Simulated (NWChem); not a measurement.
# CaHSCl; SMILES [SH][Ca][Cl]

```xyz
4

Ca     0.3210    -0.0421     0.0064
Cl    -0.1687    -2.4409    -0.0054
S     -0.1298     2.4962    -0.0087
H     -1.4742     2.3975     0.1018
```
Atoms are numbered in this order, from 1.

Program: NWChem. The geometry was optimised at PBE0/def2-SVP. Ions are spin-unrestricted doublets at the neutral geometry; other ion states weren't tried. Functional: LC-ωPBE (HJS hole) with def2-SVP; rows give the range parameter ω in 1/bohr.

```tsv
range parameter (1/bohr)	vertical ionisation energy, ΔSCF (eV)	−ε(HOMO) (eV)	ΔSCF minus −ε(HOMO) (eV)
0.10	8.81	6.87	1.94
0.15	8.95	7.49	1.46
0.25	9.07	8.44	0.63
0.35	9.09	9.07	0.02
0.40	9.10	9.30	-0.20
```
